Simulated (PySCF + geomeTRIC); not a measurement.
Species: Cl$_{2}$In, SMILES `[Cl][In][Cl]` (charge 0, multiplicity 2).

Task: Give a relaxed geometry from CAM-B3LYP-D3(BJ)/def2-TZVP run with PySCF + geomeTRIC.

Result: the end point of this relaxation (outside a Z-matrix the atoms follow the SMILES, hydrogens last).
Cartesian coordinates (Å) in one orientation:
```xyz
3

Cl     2.028    -0.322     0.000
In    -0.037     0.809     0.000
Cl    -2.036    -0.435     0.000
```
